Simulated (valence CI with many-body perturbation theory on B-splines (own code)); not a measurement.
Questions on Hg LX

Level of theory: configuration interaction combined with many-body perturbation theory (CI+MBPT): three valence electrons over a frozen Dirac-Fock core [Ar], a basis of 9 s, 9 p, 10 d, 8 f, 5 g, 3 h, 1 i functions for each j, with the one-electron correlation potential Σ1 (screened to all orders), the two-electron term Σ2, the three-electron term Σ3, Breit, model QED; selected single and double excitations, second order for the rest (own B-spline code, finite nucleus).

The last digits are not significant, and no measured levels were compared; by estimate large intervals hold to a few tenths of a per cent, small ones and those within an open d or f shell to about a per cent. The list stops below the first excitations out of the core. Only levels of the ground parity were solved; by the run's estimate the other parity begins above the list, which can be wrong where configurations are misplaced.

Levels are named by their leading jj configuration (3d3/2^4 stands for four electrons in 3d with j = 3/2), which in mixed levels can hold well under half, so a name can repeat and another be missing.

Rates and lifetimes use the calculated energies. Strong lines usually hold to 10 to 20 %, long lifetimes can be off by a factor of two.

Q: What is the ground level?

A: (3d3/2^3) J=3/2, composition 41 % 3d³ ⁴F + 41 % 3d³ ²D + 12 % 3d³ ²P, g = 0.734.

Q: How well does LS coupling describe the low levels?

A: Among the lowest 16 levels the leading LS term, summed over configurations, holds 58 % on average. For single configurations the figures are 58 % in LS and 99 % in jj coupling. Terms mix most in the J = 3/2 level at 842720 cm⁻¹, where the leading one holds 38 %.

Q: What is the ionisation energy?

A: 6192.6 eV; NIST lists 6192 ± 7 eV (theoretical).
